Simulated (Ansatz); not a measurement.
Consider the cleavage of the Si–Si bond: `N[SiH2][Si](N)(Cl)Cl` + HCl → `N[Si](Cl)(Cl)Cl` + `N[SiH3]`.

Computed with Ansatz on PBE0-D4/def2-TZVP structures; ΔE is electronic, products minus reactants. CBS: MP2 limit from def2 TZ/QZ plus the TZ coupled-cluster correction, frozen cores. This one scheme is used for every species. Functionals use def2-TZVPP. One conformer a species, not always the lowest.

CCSD(T)/CBS gives -97.2 kJ/mol.

Question: Another level gave -105.2 kJ/mol. Which?
A. PBE0-D4/def2-TZVPP
B. HF/def2-TZVPP
C. CCSD(T)/def2-TZVPP
D. MP2/def2-TZVPP

Answer: D. MP2/def2-TZVPP -105.2, CCSD(T)/def2-TZVPP -95.5, PBE0-D4 -87.8, HF/def2-TZVPP -115.3 kJ/mol.

Largest T1 diagnostic among the species: 0.010.

In def2-TZVPP, CCSD(T) changes the Hartree–Fock value by +19.8 kJ/mol (the triples alone add +2.1 kJ/mol) and MP2 by +10.2 kJ/mol. From PBE to PBE0 (25 % exact exchange), in def2-TZVPP and without D4, ΔE moves by −6.9 kJ/mol.
